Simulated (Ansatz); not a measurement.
A run of Ansatz (development build ahead of 0.2.0) on triplet NiNF at this shape:

```json
{"atom": "Ni", "x (Å)": "0.0000", "y (Å)": "0.0000", "z (Å)": "0.0000"}
{"atom": "N", "x (Å)": "0.0000", "y (Å)": "1.6858", "z (Å)": "0.6136"}
{"atom": "F", "x (Å)": "0.0000", "y (Å)": "-1.5648", "z (Å)": "0.5695"}
```

Its results:

* Converged: yes
* Total energy: -1662.47477 hartree
* Spin squared of the determinant: 2.000
* Stability test: minimum among restricted orbitals

(1) Which input gives this output? Name the method, the orbitals and the basis set, and write the input.

## Answers

(1) PBE0 (restricted open-shell) in pcseg-2.

```yaml
crystal:
  periodic: [false, false, false]
  atoms:
    - { symbol: Ni, position_ang: [0.0, 0.0, 0.0] }
    - { symbol: "N", position_ang: [0.0, 1.6858, 0.6136] }
    - { symbol: F, position_ang: [0.0, -1.5648, 0.5695] }
basis:
  gaussian: { orbitals: pcseg-2 }
magnetization:
  initial_magnetization: 2
hamiltonian:
  xc: pbe0
```

Caution: other spin multiplicities were not run; an unrestricted determinant lies well below.
